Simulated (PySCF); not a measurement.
Zn(Cl)2 anion (Cl₂Zn), SMILES [Cl][Zn][Cl] (connectivity only; charge and spin as stated), charge -1, multiplicity 2.

Coordinates come from a PBE-D3(BJ)/def2-SVPD optimisation. The multiplicity is an assumed one; other spin states were not compared. The isomer is the one that the SMILES or the coordinates give; other isomers of the formula were not compared.

The numbers are results of PBE-D3(BJ)/def2-SVPD run with PySCF, not measurements.

Frequencies are harmonic and unscaled.

```tsv
mode	ν (cm⁻¹)	IR (km/mol)	moving atoms (share of kinetic energy)
1	88	3.0	Cl 72 %, Zn 28 %
2	256	32.8	Cl 76 %, Zn 24 %
3	283	100.3	Cl 55 %, Zn 45 %
```
